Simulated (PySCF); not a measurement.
Te(Br)(Me) (CH3BrTe), SMILES C[Te]Br. Atoms are numbered in the order given.

```xyz
6

Te     0.3859     0.8394     0.0000
Br    -0.1150    -1.6286     0.0000
C     -1.6732     1.4448     0.0000
H     -2.1662     1.0703     0.9049
H     -2.1662     1.0703    -0.9049
H     -1.6726     2.5450     0.0000
```
Charge 0, spin multiplicity 1.

Geometry optimised at PBE0-D3(BJ)/def2-SVP. The def2 effective core potentials stand for the cores of Te; spin–orbit coupling is left out.

Computed with PBE0/def2-TZVPD run with PySCF.

Mulliken values depend strongly on the basis, most of all with diffuse functions as here. ESP charges are fitted to the potential on shells at 1.4 to 2.0 van der Waals radii. Atomic charges (e):

```tsv
atom	ESP fit	Mulliken
Te1	0.11	0.23
Br2	-0.12	-0.22
C3	-0.81	-0.70
H4	0.25	0.23
H5	0.25	0.23
H6	0.32	0.22
```
